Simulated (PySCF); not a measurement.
**Computed spin Hamiltonian**

Species: C3H7F2Si (doublet state).
Cartesian coordinates in Å at the GFN2-xTB level; atoms count from 1:
```
atom  x, y, z in Å
C1     1.6515    0.7088   -0.3660
C2     0.6314    0.5585    0.6955
F3     0.1090    1.7381    1.1537
C4    -0.2469   -0.6065    0.8628
Si5   -1.6869   -0.6240   -0.4254
F6    -0.9696   -0.7050   -1.8680
H7     2.3475    1.5040   -0.1018
H8     1.2051    0.9684   -1.3340
H9     2.1974   -0.2233   -0.4876
H10    0.3430   -1.5160    0.7516
H11   -0.6791   -0.5997    1.8639
H12   -2.4176    0.6295   -0.4292
H13   -2.4893   -1.8322   -0.3331
```

The hyperfine couplings belong to this conformer and change with its torsions.

Identity: `C[C](F)C[SiH2]F` [radical].

The calculation used UKS B3LYP, pcH-1 on C F H Si, non-relativistic, mean-field spin-orbit, GIAO in PySCF. Isolated species at its GFN2-xTB geometry (one conformer only). The geometry wasn't refined by DFT: couplings that depend on bond lengths, twists or pyramidal angles can differ widely from those at the functional's own minimum. The SCF solution wasn't tested for stability.

- g1, g2, g3: 2.00202, 2.00388, 2.00467
- g_iso: 2.00352
- Form of g: rhombic: the two nearest values differ by 30 % of g3 − g1
- ⟨S²⟩: 0.7538 (exact 0.7500)
- Total energy: -607.75130 Eh

Isotropic coupling and dipolar principal values T1 to T3, in MHz:

```csv
atom,isotope,a_iso,of which spin–orbit,T1,T2,T3,Mulliken spin population
C1,13C,-19.8,0.0,-2.1,-1.7,3.8,-0.07
C2,13C,184.5,0.0,-82.5,-80.3,162.8,0.88
F3,19F,149.3,0.4,-220.9,-182.8,403.7,0.05
C4,13C,-24.3,0.0,-2.6,-1.6,4.3,-0.07
Si5,29Si,-125.2,0.2,-21.8,10.4,11.4,0.08
F6,19F,2.1,0.1,-7.0,-5.7,12.7,0.00
H7,1H,42.5,0.0,-5.4,-4.7,10.0,0.02
H8,1H,136.0,0.0,-4.6,-2.6,7.2,0.07
H9,1H,16.9,0.0,-5.5,-4.4,9.8,0.01
H10,1H,21.8,0.0,-5.0,-4.6,9.6,0.01
H11,1H,56.9,0.0,-5.0,-4.9,9.8,0.02
H12,1H,1.2,0.0,-2.4,-1.3,3.7,0.00
H13,1H,22.3,0.0,-2.1,-0.8,2.9,0.01
```

The Mulliken spin populations are largest on C2 (+0.88), Si5 (+0.08), C1 (-0.07) and C4 (-0.07). C2 is the only atom above +0.15. The positive populations add up to 1.14 and the negative ones to -0.14, together 2S = 1. The angles at C2 add up to 354.3°, so it is nearly planar.

Axes: g3 points within 11° of the C1–C2 bond.

Under fast tumbling the dipolar parts average out, and these isotropic splittings remain: 1 × 19F (F3, I = 1/2, 2 lines) with 5.32 mT, 3 × 1H (H7/H8/H9, I = 1/2, 4 lines) with 2.32 mT, 2 × 1H (H10/H11, I = 1/2, 3 lines) with 1.40 mT, 2 × 1H (H12/H13, I = 1/2, 3 lines) with 0.42 mT and 1 × 19F (F6, I = 1/2, 2 lines) with 0.08 mT.

Nuclei that the bonding pattern makes equivalent are averaged, as if the motion that swaps them (rotation, inversion, ring flip) were fast. The three 1H nuclei of mean +65.2 MHz run from 16.9 to 136.0 MHz in the frozen geometry. The 1H value of +39.4 MHz is a mean of couplings from 21.8 to 56.9 MHz in this one geometry, not an average over conformers. The 1H value of +11.7 MHz is a mean of couplings from 1.2 to 22.3 MHz in this one geometry, not an average over conformers.

The 13C coupling of C2 (184.5 MHz) shows only in satellite lines or after enrichment, since that isotope makes up about 1.07 % of natural carbon.

The 29Si coupling of Si5 (-125.2 MHz) shows only in satellite lines or after enrichment, since that isotope makes up about 4.7 % of natural silicon.

β density exceeds α density at some nuclei, such as C4 (-0.0216) and C1 (-0.0176), spin density in bohr⁻³. In a single determinant that takes different orbitals for the two spins, that is spin polarisation.
